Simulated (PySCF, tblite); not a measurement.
# A complex of sulfur dioxide and NaCl

A gas-phase complex of sulfur dioxide and NaCl; neutral, singlet. The structure comes from a short search (6 tight-binding starts) and was relaxed by PBE0-D3(BJ)/def2-SVPD; another way of binding may lie lower. Frequencies by PBE0-D3(BJ)/def2-SVPD show no clear imaginary mode.

Parts: 1 = sulfur dioxide (O=S=O), atoms 1–3; 2 = NaCl ([Na][Cl]), atoms 4–5.

```xyz
5

O    -0.394    0.518    0.829
S     0.251    0.447   -0.513
O     1.668    0.004   -0.361
Na    1.687    1.601    1.435
Cl    0.752    2.850   -0.687
```
(Å; atoms numbered from 1)

| contact | kind (by geometry) | distance (Å) | angle (°) |
| --- | --- | --- | --- |
| O3···Na4 | ion contact | 2.404 | - |
| O1···Na4 | ion contact | 2.423 | - |
| S2···Na4 | ion contact | 2.681 | - |

Deforming the relaxed parts to their shape here costs 10.6 kcal/mol, which the interaction energies leave out.

Interaction energies are complex less parts, with the parts frozen as they stand in it; counterpoise-corrected, in kcal/mol (PySCF).

(1) Give the interaction energy at each level run.

(2) What holds them together? Decompose the wB97M-D3(BJ)/def2-TZVPD energy: frozen parts, their antisymmetrised product, then relaxation.

The parts were also relaxed and run alone, at the levels used for the complex: shieldings by PBE0/pcSseg-2; core levels by delta-SCF with SCAN, pcX-2 on the ionised atom and pcseg-1 elsewhere, spin-free X2C (2p3/2 is the spin-free 2p value less a third of a first-order spin-orbit splitting).

(3) How do these values change when the complex forms?

(4) What are the binding energy from relaxed parts (wB97M-D3(BJ)/def2-TZVPD), and ΔH and ΔG of association at 298.15 K and 1 atm?

## Answers

(1) 
```csv
level,interaction,superposition error removed
wB97M-D3(BJ)/def2-TZVPD,-27.79,-0.41
PBE0-D3(BJ)/def2-TZVPD,-32.74,-0.48
```

(2) electrostatic -76.7, Pauli repulsion +108.7, orbital relaxation -58.3, dispersion correction -2.0 kcal/mol, which sum to the value before the counterpoise correction; the Pauli term holds the exchange-correlation of the frozen density too. Of the attraction, 56 % is electrostatic, 43 % is orbital relaxation, 1 % is dispersion correction.

(3) 
```tsv
property	alone	in the complex	change
shielding of O3 (ppm)	-372.8	-158.1	+214.7
shielding of Na4 (ppm)	570.5	585.6	+15.0
shielding of O1 (ppm)	-372.8	-159.7	+213.1
S2 2p3/2 core level (eV)	174.93	173.51	-1.42
O3 1s core level (eV)	539.62	537.78	-1.83
Na4 1s core level (eV)	1080.31	1080.29	-0.02
```

(4) -17.23 kcal/mol, -16.05 with zero-point energy; ΔH -16.4 and ΔG -6.2 kcal/mol, from harmonic vibrations by PBE0-D3(BJ)/def2-SVPD with low modes damped.

The 6 runs behind this took 3.9 min in all, one thread each of Arm Neoverse V2 on a shared host, launched as `OMP_NUM_THREADS=1 python cluster_run.py task.json out`.
